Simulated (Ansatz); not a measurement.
The cluster Tl₂F⁺. The state is a singlet with charge 1. Geometry relaxed at PBE-D4/def2-TZVP.

Cartesian coordinates in Å:
```
Tl 1.408 0.838 -1.635
Tl -1.408 -0.838 1.634
F 0.000 0.001 0.000
```

In the def2 sets Tl takes a core potential; there is no spin–orbit coupling. The structure comes from a short search, and lower isomers may exist.

(1) Estimate the harmonic wavenumbers at RKS PBE-D4/def2-TZVP (Ansatz, unscaled). Is this a minimum?

Answers

(1) 67, 67, 97, 378 cm⁻¹. Yes, no mode is imaginary beyond noise. Zero-point energy 3.6 kJ/mol. Run time 13 s (2 threads of Arm Neoverse N1 on a shared host).
